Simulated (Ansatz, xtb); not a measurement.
## CH7BOSn: which of two conformers lies lower

We compare a, `CB[O][SnH3]`, a singlet, with b, `CB[O][SnH3]`, a singlet. Both are isolated molecules in the gas phase, relaxed with PBE-D3(BJ)/def2-SVP.

a (Å):

```xyz
11

C    -0.6056    1.1424    1.9500
B     0.6517    0.9907    1.0011
O     1.0957   -0.1643    0.4493
Sn    0.2447   -2.0082    0.7103
H    -0.2932    1.5949    2.9166
H    -1.3226    1.8680    1.5069
H    -1.1628    0.2075    2.1756
H     1.3109    1.9893    0.7151
H     0.3058   -2.3883    2.3924
H    -1.3663   -1.9407    0.0954
H     1.2817   -3.0002   -0.2379
```

b (Å):

```xyz
11

C    -0.3415    2.0722   -1.1303
B     0.1636    0.9893   -0.1018
O    -0.2741   -0.2928   -0.1909
Sn    0.3114   -1.7825    1.0789
H    -1.0554    1.6754   -1.8791
H    -0.8206    2.9171   -0.5883
H     0.5253    2.5218   -1.6631
H     0.9605    1.3087    0.7873
H     1.3738   -1.0822    2.2431
H     1.0737   -2.9401    0.0546
H    -1.1639   -2.3674    1.7505
```

Q: Which of the two would you expect CCSD(T)/def2-SVP + ΔMP2/def2-TZVPP electronic energies to favour?

A: Too close to call at this level: CCSD(T)/def2-SVP + ΔMP2/def2-TZVPP gives E(b) − E(a) = −0.78 kcal/mol.

The same difference at several levels:

```tsv
level	geometry	E(b) − E(a) (kcal/mol)	departure from the last row (kcal/mol)	job, with rough time for the two
PBE-D3(BJ)/def2-SVP	PBE-D3(BJ)/def2-SVP	−0.65	+0.13	optimisation, 2.1 min
HF/def2-SVP	PBE-D3(BJ)/def2-SVP	−1.49	−0.71	part of the CCSD(T) run
MP2/def2-SVP	PBE-D3(BJ)/def2-SVP	−1.21	−0.43	part of the CCSD(T) run
CCSD(T)/def2-SVP	PBE-D3(BJ)/def2-SVP	−1.14	−0.36	single point
CCSD(T)/def2-SVP + ΔMP2/def2-TZVPP	PBE-D3(BJ)/def2-SVP	−0.78		single point, 80 s
```

The largest departure from CCSD(T)/def2-SVP + ΔMP2/def2-TZVPP is that of HF/def2-SVP, 0.71 kcal/mol. Levels run at GFN2-xTB geometries aren't shown. The last row adds to CCSD(T) the change of the MP2 difference between the two basis sets, here +0.36 kcal/mol.

With harmonic frequencies from PBE-D3(BJ)/def2-SVP (ideal gas, rigid rotor, one conformer each, 298.15 K, 1 atm): on the last row, ΔE + ΔZPE = −0.88 kcal/mol. A mode under 50 cm⁻¹ makes harmonic enthalpies and free energies unreliable, so none is given.

The correlated steps freeze 7 core orbitals; the filled d shell of Sn is correlated, in a basis made for valence electrons. Atoms past krypton carry core potentials in the def2 sets and no spin–orbit term is included. Codes used: Ansatz 0.2.0; the last row on 2 threads of Intel(R) Xeon(R) Processor @ 2.50GHz (Skylake/Cascade Lake) on a shared host.
